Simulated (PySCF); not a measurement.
Species: C₅H₈F₃OP.
SMILES with atom numbers: `[CH3:1][CH2:2][P@:3]([CH3:4])(=[O:5])[C:6]([F:7])=[C:8]([F:9])[F:10]` (hydrogens: H11, H12, H13 on C1; H14, H15 on C2; H16, H17, H18 on C4)

Jobs on this species (18 atoms, 88 electrons) with PySCF (density fitting). Hardware of each: Arm Neoverse N1, one thread, no GPU, shared host. The host was shared with other jobs, so the times are rough.

```
                    level and settings                                                                           work  basis functions  SCF cycles  wall time
PBE0/pcSseg-1, IEF-PCM dichloromethane                                                                     shieldings              217           ?          ?
    PBE0/pcSseg-1, IEF-PCM cyclohexane                                        shieldings, charges and field gradients              217           ?          ?
                         PBE0/pcSseg-1                                        shieldings, charges and field gradients              217           ?          ?
                   CAM-B3LYP/def2-SVPD  10 singlets by full TDDFT, 4 Tamm–Dancoff triplets, polarisability, ΔSCF ions              280          14     18 min
                      wB97X-D/pcSseg-1                                                                     shieldings              217          14       86 s
    PBE0-D3(BJ)/def2-SVP, grid level 1                                    geometry optimisation from a GFN2-xTB start              184         132    9.1 min
```

Q: Fill in the missing figures.

A: 
- PBE0/pcSseg-1, IEF-PCM dichloromethane; shieldings: 70 s, 15 SCF cycles
- PBE0/pcSseg-1, IEF-PCM cyclohexane; shieldings, charges and field gradients: 73 s, 15 SCF cycles
- PBE0/pcSseg-1; shieldings, charges and field gradients: 73 s, 15 SCF cycles

Q: What do all jobs in the table cost together?

A: About 32 min; the longest takes about 56 % of that, and about 15 times as long as the shortest.
